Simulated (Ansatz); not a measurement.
A structure relaxed at PBE0-D4/def2-TZVP, charge 0, multiplicity 1:

```xyz
10

O     0.945   -1.628   -0.619
Si   -0.045   -0.331   -0.670
O     0.437    0.649   -1.870
Cl   -1.974   -0.996   -0.939
Si   -0.001    0.915    1.304
Cl   -1.479    2.327    1.287
Cl   -0.340   -0.421    2.828
H     0.639   -2.409   -0.154
H     0.539    0.294   -2.756
H     1.279    1.600    1.590
```

(1) Give its formula and SMILES.

(2) Summarise the bond lengths by kind.

## Answers

(1) Cl3H3O2Si2, `O[Si](O)(Cl)[SiH](Cl)Cl`.

(2) 2 × O–Si 1.622 to 1.633 Å; 2 × H–O 0.959 to 0.960 Å; 3 × Cl–Si 2.045 to 2.057 Å; 1 × Si–Si 2.335 Å; 1 × H–Si 1.479 Å.

All numbers were calculated with Ansatz.
